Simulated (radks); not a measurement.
Problem. These are the eigenvalues of the occupied orbitals of an atom or ion with whole-number occupations (Ry). Method: scalar-relativistic Kohn-Sham, PBE, spin-unpolarised, spherical densities, finite nucleus; Fermi nuclear charge, rms radius of each element as measured or else 0.836 A^(1/3) + 0.57 fm; computed with a radial shooting solver on a logarithmic mesh with Libxc functionals.

orbital  eigenvalue
1s        -4503.494
2s        -765.9353
2p        -675.5529
3s        -175.4330
3p        -148.1784
3d        -114.9624
4s        -37.32946
4p        -28.36007
4d        -16.54263
5s         -6.95787
5p         -4.76738
4f         -3.54386
6p         -1.53502

Which element is it, and in what charge state? The configuration may be excited.

Solution. Z = 70, ytterbium, charge +3: Yb3+ in [Xe] 4f12 6p1. The list shows which subshells hold electrons but not how many an open one holds; the 1s level, -2251.7 hartree, gives Z - s = 67.1 by -(Z - s)^2/2, which with screening and relativity narrows Z to a few neighbours, and the depths of the outer levels then fix element, charge and occupations together.
